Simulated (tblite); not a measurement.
Start geometry of `CN(C)[Si@@H](C)S[SiH2]N` from a force field or distance geometry (Å):
```
atom  x, y, z in Å
C1    -2.745   -0.893    0.194
N2    -1.939   -0.030   -0.672
C3    -2.609    1.206   -0.880
Si4   -0.386    0.143    0.181
C5     0.246   -1.615    0.458
S6     1.110    1.144   -0.948
Si7    2.971    0.840    0.107
N8     4.266    0.217   -0.934
H9    -2.299   -0.870    1.220
H10   -2.622   -1.940   -0.151
H11   -3.809   -0.576    0.220
H12   -3.123    1.542    0.054
H13   -3.411    1.095   -1.656
H14   -1.935    2.030   -1.203
H15   -0.624    0.825    1.476
H16    1.108   -1.561    1.143
H17   -0.582   -2.190    0.888
H18    0.583   -2.001   -0.530
H19    2.728   -0.111    1.218
H20    3.361    2.118    0.703
H21    4.901   -0.384   -0.365
H22    4.798    1.030   -1.324
```

Q: What comes out of this run: tblite, GFN2-xTB geometry optimisation, gas phase?

A: 
```
atom  x, y, z in Å
C1    -2.741   -0.920   -0.026
N2    -1.766    0.114   -0.268
C3    -2.377    1.347   -0.701
Si4   -0.237    0.056    0.505
C5     0.508   -1.669    0.269
S6     0.925    1.596   -0.449
Si7    2.899    1.228    0.296
N8     3.496   -0.151   -0.542
H9    -3.429   -0.642    0.782
H10   -2.243   -1.844    0.249
H11   -3.330   -1.092   -0.930
H12   -3.059    1.747    0.059
H13   -2.947    1.172   -1.617
H14   -1.603    2.082   -0.902
H15   -0.229    0.403    1.940
H16    1.569   -1.654    0.496
H17    0.040   -2.394    0.926
H18    0.392   -2.016   -0.753
H19    2.862    0.864    1.706
H20    3.570    2.503    0.063
H21    4.448   -0.444   -0.393
H22    3.243   -0.266   -1.511
```

The energy falls by 106.4 kJ/mol over 233 L-BFGS steps, the largest force on an atom goes from 1.88 to 0.009 eV/Å, and the atoms move by 0.802 Å rms after alignment. The bond that changes most is N2–Si4 (silicon-bound nitrogen to SiH silicon), which shortens by 0.067 Å. Bonds longer at the end by more than 0.005 Å: 2 of 21; shorter: 17. Among the angles that change most is C1–N2–Si4, from 104.7° to 120.2°. Among the dihedrals that turn most is H9–C1–N2–Si4, from 19° to 94°. Rotational constants go from 2703, 559.6, 496.6 to 2278, 661.0, 554.2 MHz. The orientation of the end geometry is arbitrary; only internal coordinates are fixed.

Its GFN2-xTB frequencies are all real (lowest 25 cm⁻¹). The numbers are those of one conformer.

These are computed values.
